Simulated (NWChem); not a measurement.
## Basis-set dependence for AuCl

```xyz
2

Au     0.0000     0.0000    -0.3990
Cl     0.0000     0.0000     1.8540
```
Charge 0, spin multiplicity 1.

Program: NWChem. The geometry was optimised at PBE0/def2-SVP with def2 effective core potentials on Au, a minimum by its harmonic frequencies.

Hartree-Fock energies in Ha, correlation energies in mHa.

Effective core potentials replace the inner electrons of Au; spin-orbit coupling is left out. The correlated methods keep 9 core orbitals frozen. The structure started from a generated list of species. No row is a measurement; the coupled-cluster row has its own basis-set and correlation limits.

| basis | functions | RHF | MP2 | SCS-MP2 | CCSD | CCSD+T(CCSD) | CCSD(T) | CR-CCSD[T] | CR-CCSD(T) |
|---|---|---|---|---|---|---|---|---|---|
| def2-SVP | 50 | -594.16060 | -391.8 | -359.0 | -392.8 | -403.5 | -401.7 | -401.0 | -399.8 |
| def2-TZVP | 77 | -594.32626 | -478.1 | -443.1 | -478.3 | -495.4 | -493.9 | -491.3 | -490.2 |
| def2-QZVP | 142 | -594.34122 | -606.5 | -563.4 | not run | not run | not run | not run | not run |

From def2-TZVP to def2-QZVP the Hartree-Fock energy moves by -15.0 mHa and the MP2 correlation energy by -128.3 mHa, which is 21 % of its value in the larger set.
